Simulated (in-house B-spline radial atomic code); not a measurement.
# One electron outside the [Ar] 3d10 core: Ge³⁺

Computed with an all-electron radial atomic-structure program (B-spline basis), no-pair Dirac-Coulomb Hamiltonian, finite nucleus. Rungs: frozen-core Dirac-Hartree-Fock (DHF); Brueckner orbitals from the second-order correlation potential; the same with the Coulomb interaction screened by the core and the hole-particle interaction summed; Breit and QED terms from differences of relaxed Dirac-Fock atoms, where computed. Partial waves beyond l = 6 are extrapolated. The tables show a selection of states; those near core-excited levels, with erratic corrections or far from their DHF start are never shown.

Removal energies (eV):

| state | DHF | second order | screened | Breit + QED | final |
| --- | --- | --- | --- | --- | --- |
| 4s1/2 | 44.5262 | 45.772 | 45.6695 | -0.0257 | 45.6439 |
| 4p1/2 | 34.763 | 35.6461 | 35.6102 | -0.0162 | 35.594 |
| 4p3/2 | 34.4373 | 35.2911 | 35.2591 | -0.0101 | 35.249 |
| 4d3/2 | 21.7404 | ? | ? | ? | ? |
| 4d5/2 | 21.707 | ? | ? | ? | ? |
| 5s1/2 | 20.692 | 21.0318 | 20.9938 | -0.00771 | 20.9861 |

(1) What does correlation do to 4d5/2?

(2) What does correlation do to 4d3/2?

(3) How does the lowest state compare with the NIST ionisation energy?

Electric-dipole lines from 4s1/2 (reduced matrix elements in atomic units, length form, static core polarisation, sign of DHF taken positive):

```tsv
upper	DHF	+ core polarisation	+ Brueckner	λ (nm)	A (s⁻¹)
4p1/2	1.627	1.502	1.473	123.37	1.17e+09
4p3/2	2.304	2.128	2.088	119.27	1.3e+09
```

Magnetic hyperfine constants per unit nuclear g factor (MHz, nucleus as a uniformly magnetised ball; they apply to isotopes with nuclear spin):

| state | DHF | + core polarisation | + Brueckner |
| --- | --- | --- | --- |
| 4s1/2 | 12100 | 13410 | 14360 |
| 4p1/2 | 2546 | 2797 | 3044 |
| 4p3/2 | 463.6 | 526.4 | 572.7 |
| 5s1/2 | 3669 | 4050 | 4201 |

(4) What is the static scalar polarisability of 4s1/2?

Answers

(1) It adds 0.3069 eV to the removal energy in second order and 0.3345 eV with screening; Breit and QED add 0.000505 eV, for a final 22.042 eV.

(2) It adds 0.3087 eV to the removal energy in second order and 0.337 eV with screening; Breit and QED add -0.00114 eV, for a final 22.0763 eV.

(3) 4s1/2 is bound by 45.644 eV, without recoil; NIST lists 45.7155 ± 0.0012 eV (measured), a difference of -0.072 eV.

(4) 6.556 bohr³: 0.7628 from the core and 5.793 from the valence electron, Pauli blocking included.
